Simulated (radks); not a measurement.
Task: These are the eigenvalues of the occupied orbitals of an atom or ion with whole-number occupations (hartree). Calculated with a radial shooting solver on a logarithmic mesh with Libxc functionals: Dirac Kohn-Sham, PBE, spin-unpolarised, spherical densities, finite nucleus; Fermi nuclear charge, rms radius of each element as measured or else 0.836 A^(1/3) + 0.57 fm.

orbital  eigenvalue
1s1/2     -459.4544
2s1/2     -59.09309
2p1/2     -53.01731
2p3/2     -51.48265
3s1/2      -7.90162
3p1/2      -5.82379
3p3/2      -5.60792
3d3/2      -2.02798
3d5/2      -1.99506
4s1/2      -0.66446
4p1/2      -0.27093
4p3/2      -0.25646

Which element is it, and in what charge state? The configuration may be excited. Open shells, if any, fill j = l - 1/2 first.

Result: Z = 34, selenium, charge 0: Se in [Ar] 3d10 4s1 4p5. The list shows which subshells hold electrons but not how many an open one holds; the 1s level, -459.45 hartree, gives Z - s = 30.3 by -(Z - s)^2/2, which with screening and relativity narrows Z to a few neighbours, and the depths of the outer levels then fix element, charge and occupations together.
